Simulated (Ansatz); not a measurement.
Input for Ansatz (an electronic-structure program): R-wB97M-V/def2-TZVPP on BBr2HO (SMILES OB(Br)Br), a point of a torsion scan.

Ansatz 0.2 input:
```yaml
crystal:
  periodic: [false, false, false]
  atoms:
    - {symbol: O, position_ang: [-0.85680644, -0.57600450, 0.30676544]}
    - {symbol: B, position_ang: [0.24022972, 0.14144788, 0.14381155]}
    - {symbol: Br, position_ang: [0.88402925, 0.66624413, -1.56977917]}
    - {symbol: Br, position_ang: [1.31269458, 0.45214541, 1.66108170]}
    - {symbol: H, position_ang: [-1.61217833, -0.56640893, -0.28074726]}
basis:
  gaussian:
    orbitals: def2-TZVPP
hamiltonian:
  xc: {name: wB97M-V}
scf: {lower_state_search: off}
```

The log:

```
WARN ansatz: RAYON_NUM_THREADS=1 ignored (pool sized by the plan → 1); use --threads N
Functional definition: wB97M-V
these checks for a lower state are left out or cut short: stability, starts, cluster_reference, orbital_swaps, neighbouring_geometries, increment
integrals: 0.14 GiB planned
1195 factors; their error is unknown
integrals: 0.17 GiB planned
197 factors; integrals over basis functions are off by at most 5.0e-5 eV
mean field: 1.21 GiB planned
mean field evaluation 1: about -142824.3635 eV, gradient 4.5e1 eV
mean field evaluation 2: about -142823.6062 eV, gradient 5.2e1 eV
mean field evaluation 4: about -142827.6630 eV, gradient 8.7e-1 eV
mean field evaluation 8: about -142828.1723 eV, gradient 6.7e-2 eV
mean field evaluation 16: about -142828.1723 eV, gradient 3.7e-5 eV
mean field -142828.17234315 eV, -5248.8385211985 hartree, gradient 3.0e-6 eV, S^2 0.000000; 0 other end points of the search recorded, 0 dependent functions left out
reference -142828.17238154 eV, -5248.8385226091 hartree; 42, 42 occupied and 130, 130 virtual orbitals, 1195 factors
Total energy: -142828.17238154 eV, -5248.8385226091 hartree
Checks for a lower state left out: stability, starts, cluster_reference, orbital_swaps, neighbouring_geometries, increment
```

The calculation finished and met its thresholds.

Cost: roughly 9 core-seconds.
